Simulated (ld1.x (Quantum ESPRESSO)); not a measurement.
## Varying the TM potential for Nb (Z = 41)

Base potential:

ld1.x (Quantum ESPRESSO) 7.5 input, shortened:

```
&input
   title='Nb', zed=41., rel=1, dft='PBESOL', iswitch=3,
   config='[Kr] 4d4 5s1 5p0'
 /
 &inputp
   pseudotype=2, tm=.true., lloc=2,
   nlcc=.true., new_core_ps=.true., rcore=2.30
 /
3
5S  1  0   1.00   0.00  2.20  2.20  0.0
5P  2  1   0.00   0.00  2.95  2.95  0.0
4D  3  2   4.00   0.00  2.40  2.40  0.0
 &test
   configts(1)='4d4 5s1 5p0'
 /
```

Cutoffs, loose and tight: the cutoffs (Ry, on a coarse ladder) from which the occupation-weighted sum of valence levels, in a spherical-Bessel basis at the reference potential, stays within 10 and 1 mRy of its value at 400 Ry. They do not see the model core or the augmentation charge, which bear on the density cutoff. Test errors are all-electron minus pseudo excitation energies from the reference, over the configurations 4d4 5s0 5p0; 4d3 5s0 5p0; 4d2 5s0 5p0; 4d3 5s1 5p1; 4d5 5s0 5p0; 4d4.5 5s0.5 5p0; 4d3 5s1 5p0. A dash means not determined; rows that change the core or the reference have their own tests. The largest error is taken over the tests solved by every variant that gives reliable tests at all: 4d2 5s0 5p0; 4d3 5s0 5p0; 4d3 5s1 5p0; 4d4 5s0 5p0; 4d4.5 5s0.5 5p0; 4d5 5s0 5p0.

A true bound ghost makes a file unfit for plane-wave use even where its test errors are small: the radial tests pick states by their node count and pass the ghost by. Where a test does run into it, the solver fails or the error is huge.

| change | outcome | cutoff, loose | cutoff, tight | bound ghosts | largest test error (meV) |
| --- | --- | --- | --- | --- | --- |
| base | generated | 30 Ry | 35 Ry | s, p | -492 |
| core correction Bessel-smoothed model core inside 1.02 bohr | generated | 30 Ry | 35 Ry | s, p | -506 |
| core correction Bessel-smoothed model core inside 1.22 bohr | generated | 30 Ry | 35 Ry | s, p | -506 |
| core correction Bessel-smoothed model core inside 1.44 bohr | generated | 30 Ry | 35 Ry | s, p | -506 |
| core correction Bessel-smoothed model core inside 1.74 bohr | generated | 30 Ry | 35 Ry | s, p | -506 |
| core correction Bessel-smoothed model core inside 2.02 bohr | generated | 30 Ry | 35 Ry | s, p | -503 |
| core correction Bessel-smoothed model core inside 2.32 bohr | generated | 30 Ry | 35 Ry | s, p | -490 |
| core correction Bessel-smoothed model core inside 2.60 bohr | generated | 30 Ry | 35 Ry | s, p | -461 |

(1) What comes out with this change to the base: core correction none?

Answers

(1) outcome: generated; cutoff, loose: 30 Ry; cutoff, tight: 35 Ry; bound ghosts: s, p; largest test error (meV): -33.
